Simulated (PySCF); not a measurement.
# As²⁺: excitation energy

As²⁺ [Ar] 3d10 4s2 4p1 (2P) → As²⁺ [Ar] 3d10 4s2 5s1 (2S), as a difference of total energies. Computed with PySCF 2.14 in aug-cc-pwCVTZ-PP with ECP10MDF (8s7p6d4f1g, 96 functions), with a scalar-relativistic core potential. Correlated levels: valence: 3s2 3p6 3d10 frozen; valence and next inner shell: nothing frozen outside the core potential. The calculations carry no spin-orbit coupling.

```csv
method,excitation energy (cm⁻¹)
UHF,103760
LDA,102580
PBE,101700
PBE0,103100
r2SCAN,105830
M06-L,105640
B2PLYP,103380
wB97X-V,103890
PBEsol,102050
SCS-MP2 (valence),103730
MP2 (valence and next inner shell),103930
```

**Question.** Estimate what MP2 (valence) gives.

**Answer.** 103490 cm⁻¹, closest to B2PLYP among the rows shown.

**Question.** Estimate what SCS-MP2 (valence and next inner shell) gives.

**Answer.** 103930 cm⁻¹, closest to MP2 (valence and next inner shell) among the rows shown.

The promoted electron is Rydberg-like, and one or two diffuse shells describe it only roughly, which tends to raise the upper state.
